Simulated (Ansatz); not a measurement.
Geometry optimisation, Ansatz, RKS PBE0/def2-SVP.

input.yaml

```yaml
crystal:
  periodic: [false, false, false]
  atoms:
    - { symbol: Sn, position_ang: [0.102575, 0.03472, 0.063269] }
    - { symbol: H, position_ang: [0.648486, -0.020304, 1.690815] }
    - { symbol: H, position_ang: [1.816954, 0.045714, 0.165404] }
    - { symbol: C, position_ang: [-0.943515, 1.753339, -0.666551] }
    - { symbol: H, position_ang: [-1.997868, 1.466229, -0.794399] }
    - { symbol: H, position_ang: [-0.868951, 2.589183, 0.041918] }
    - { symbol: H, position_ang: [-0.529705, 2.054558, -1.639222] }
    - { symbol: H, position_ang: [-0.563475, -1.41794, -0.511534] }
basis:
  gaussian: { orbitals: def2-SVP }
hamiltonian:
  xc: pbe0
relax:
  f_tol: 0.03
  max_steps: 50
```

Command:

```bash
$ ansatz run input.yaml --threads 1 --pin off --max-ram 2048MiB --backend cpu --events-out ev --progress --plain --runs-dir out
```

Question: Where does it end, and by what steps?

Answer: The run converged. After 3 steps the energy has fallen by 0.877 eV; H2 moved furthest, 0.57 Å.

```tsv
step	energy less start (eV)	largest force component (eV/Å)	accepted
0	0.0000	1.542	yes
1	-0.5473	0.874	yes
2	-0.8070	0.389	yes
3	-0.8774	0.022	yes
```

```xyz
8
Properties=species:S:1:pos:R:3
Sn 0.218 0.038 0.150
H 0.104 -0.019 1.861
H 1.876 0.163 -0.279
C -0.886 1.718 -0.621
H -1.960 1.482 -0.640
H -0.725 2.599 0.017
H -0.553 1.949 -1.642
H -0.410 -1.423 -0.496
```

Whether the end is a true minimum wasn't checked by a vibrational analysis.

Time of the run: 13 s on 1 thread of Arm Neoverse V1, on a shared host, peak memory 0.13 GiB.
